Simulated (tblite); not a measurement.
Run record: tight-binding relaxation, `N#C[C@@H]1C=[C]C[C@@H]1S` [radical].

Computed with GFN2-xTB geometry optimisation, gas phase (tblite 0.8.0). Start geometry: from a force field or distance geometry. The input is one job of a driver script: a line of settings, then coordinates in Å.

Command:
```bash
OMP_NUM_THREADS=1 python probes_run.py task.json out
```

Input:
```
{"job": {"kind": "relax", "xc": "GFN2-xTB", "basis": "xTB"}, "charge": 0, "multiplicity": 2}
N     -0.379200     2.214000     1.664000
C     -0.559900     1.535100     0.741100
C     -0.756900     0.639400    -0.389400
C     -1.673600    -0.435900     0.064200
C     -0.942500    -1.482600     0.523500
C      0.511900    -1.149700     0.370400
C      0.485600    -0.126300    -0.714200
S      1.952900     0.849900    -0.928700
H     -1.092500     1.158700    -1.296000
H     -2.757700    -0.475900     0.091400
H      0.947600    -0.786400     1.320600
H      1.080800    -2.066000     0.106300
H      0.286100    -0.682300    -1.664600
H      2.896900     0.807500     0.089400
```

**Question.** What does the run print?

**Answer.** 
```
step      E/eV     max force
  0    -595.32178    3.694
  1    -595.54700    6.505
  2    -595.58550    5.145
  3    -595.77442    2.024
  4    -595.83413    1.007
  5    -595.87387    0.675
  6    -595.93105    0.416
  7    -595.94505    0.348
  8    -595.96670    0.275
  9    -595.97724    0.241
... (64 lines left out)
 74    -596.18207    0.018
 75    -596.18211    0.012
 76    -596.18213    0.013
 77    -596.18215    0.012
 78    -596.18218    0.015
 79    -596.18220    0.015
 80    -596.18223    0.016
 81    -596.18225    0.014
 82    -596.18227    0.009
 83    -596.18228    0.007
```

«max force» is the largest atomic force in eV/Å.

**Question.** From which step on does the largest force stay under 0.1 eV/Å, and how much energy is left to gain from there?

**Answer.** From step 38 (0.099 eV/Å), 5.4 meV above the end.

Main results: energy lowered by 19.8 kcal/mol over 83 steps; largest atomic force 0.007 eV/Å at the end.

**Question.** Where do the atoms end?

**Answer.** 0.406 Å rms from the input after alignment:
```
atom  x, y, z in Å
N1    -0.3160    2.4573    1.3720
C2    -0.4904    1.6642    0.5651
C3    -0.7083    0.6258   -0.4057
C4    -1.6084   -0.4392    0.2586
C5    -0.8773   -1.4689    0.5830
C6     0.5567   -1.4004    0.2553
C7     0.5704   -0.1943   -0.7289
S8     2.1214    0.7419   -0.7208
H9    -1.1590    1.0599   -1.3027
H10   -2.6520   -0.2557    0.4214
H11    1.1467   -1.1944    1.1525
H12    0.9470   -2.3027   -0.2127
H13    0.4906   -0.5698   -1.7514
H14    1.9781    1.2758    0.4919
```

Hardware: one thread, Arm Neoverse V2 (aarch64) (shared host). Cost: 0.41 s of wall time.
Labels such as C1 count atoms from 1, the log's own numbers from 0.
